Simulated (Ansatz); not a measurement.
C₄H₁₁F₂GaSi (`C[Si](C)(C)[CH2][Ga]([F])[F]`) at its PBE0-D4/def2-TZVP geometry, where that method's forces vanish. The species carries charge 0 and has multiplicity 1.

```csv
atom,x (Å),y (Å),z (Å)
C1,-0.591,-1.599,0.672
Si2,-0.139,-0.153,-0.433
C3,-1.272,-0.106,-1.921
C4,1.649,-0.284,-0.960
C5,-0.351,1.442,0.556
Ga6,0.527,1.316,2.268
F7,-0.261,1.298,3.829
F8,2.255,1.108,2.461
H9,-0.561,-2.539,0.114
H10,-1.599,-1.491,1.084
H11,0.104,-1.707,1.511
H12,-1.160,-1.011,-2.524
H13,-2.320,-0.032,-1.620
H14,-1.045,0.751,-2.561
H15,1.924,0.536,-1.629
H16,2.322,-0.250,-0.098
H17,1.832,-1.222,-1.492
H18,-1.405,1.664,0.736
H19,0.091,2.279,0.007
```

Question: For each bond, give half the difference of the two atoms' forces along it (eV/Å; positive pushes the atoms apart) under PBE-D4, r2SCAN-D4, B3LYP-D4, ωB97M-V in def2-TZVPP. (Best estimate.)

Answer: The calculation gave: 
| bond | length (Å) | PBE-D4 | r2SCAN-D4 | B3LYP-D4 | ωB97M-V |
| --- | --- | --- | --- | --- | --- |
| C1–Si2 | 1.875 | -0.04 | -0.02 | 0.05 | 0.03 |
| C1–H10 | 1.093 | 0.11 | -0.01 | -0.05 | -0.04 |
| C1–H11 | 1.095 | 0.11 | 0.00 | -0.05 | -0.03 |
| Si2–C3 | 1.871 | 0.01 | 0.01 | 0.04 | 0.00 |
| Si2–C4 | 1.869 | -0.03 | -0.02 | 0.05 | 0.02 |
| C3–H12 | 1.094 | 0.11 | -0.01 | -0.04 | -0.05 |
| C3–H13 | 1.093 | 0.10 | -0.01 | -0.04 | -0.03 |
| C3–H14 | 1.093 | 0.10 | -0.01 | -0.04 | -0.03 |
| C4–H15 | 1.093 | 0.11 | -0.01 | -0.04 | -0.04 |
| C4–H16 | 1.094 | 0.11 | 0.00 | -0.05 | -0.03 |
| C5–Ga6 | 1.927 | -0.19 | -0.03 | 0.04 | -0.05 |
| C5–H18 | 1.093 | 0.09 | 0.00 | -0.10 | -0.05 |
| Ga6–F7 | 1.748 | 0.43 | 0.02 | 0.18 | 0.07 |
| Ga6–F8 | 1.752 | 0.42 | 0.02 | 0.18 | 0.08 |

B3LYP here is the variant with VWN-RPA as its local correlation; programs differ in this.

Program: Ansatz 0.2.0.
